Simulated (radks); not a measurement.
Values are calculated unless marked as measured or tabulated.
Problem. The mean radii <r> (bohr) of the occupied orbitals of an atom or ion are listed with their occupations. Code: a radial shooting solver on a logarithmic mesh with Libxc functionals. Model: non-relativistic Kohn-Sham, LB94 model potential, spin-polarised, spherical densities, point nucleus.

orbital  occ.      <r>
1s down     1  0.03039
1s up       1  0.03039
2s up       1   0.1304
2s down     1   0.1303
2p down     3   0.1110
2p up       3   0.1112
3s up       1   0.3309
3s down     1   0.3319
3p up       3   0.3181
3p down     3   0.3191
3d up       4   0.2815

Name the element and its charge. Open shells, if any, are filled with parallel spins first.

Solution. Z = 50, tin, charge +28: Sn28+ in [Ar] 3d4. The 1s radius gives Z: for a bare nucleus <r> = 1.5/Z, 0.03 bohr for Z = 50, and screening makes it slightly larger (0.03039 here). The occupations add up to 22, and the charge is Z minus that.
